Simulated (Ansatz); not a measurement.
Stepwise reaction of `N[SiH2]C[Si](N)(F)F` with hydrogen, as a gas-phase model of exchange steps in deposition or etching. ΔE in kJ/mol.

Gas-phase electronic energies from Ansatz, PBE0-D4/def2-TZVP geometries. CCSD(T)/CBS is the MP2 limit (def2-TZVPP, def2-QZVPP) plus CCSD(T) − MP2 in def2-TZVPP, frozen cores. This one scheme is used for every species. DFT in def2-TZVPP. B3LYP here is the variant with VWN-RPA as its local correlation; programs differ in this. One conformer a species, not always the lowest.

```tsv
step	reaction	PBE-D4	B3LYP-D4	ωB97M-V	CCSD(T)/CBS
2	`N[SiH2]C[SiH](N)F` + H₂ → `N[SiH2]C[SiH2]N` + H–F	141.3	149.8	149.5	145.3
```

**Question.** Give the row of step 1, `N[SiH2]C[Si](N)(F)F` + H₂ → `N[SiH2]C[SiH](N)F` + H–F. (Best estimate.)

**Answer.** The calculation gave: 
| step | reaction | PBE-D4 | B3LYP-D4 | ωB97M-V | CCSD(T)/CBS |
| --- | --- | --- | --- | --- | --- |
| 1 | `N[SiH2]C[Si](N)(F)F` + H₂ → `N[SiH2]C[SiH](N)F` + H–F | 133.8 | 143.6 | 145.3 | 139.7 |

**Question.** By hand: ΔE of the 2 steps together at CCSD(T)/CBS.

**Answer.** (139.7) + (145.3) = 285.0 kJ/mol, or 142.5 kJ/mol a step.

In ΔE each step is higher than the one before. All are uphill at CCSD(T)/CBS. PBE-D4 differs from CCSD(T)/CBS by -5.9 to -4.0 kJ/mol a step. Isolated molecules leave out the surface, adducts and barriers. Largest T1 diagnostic: 0.011.
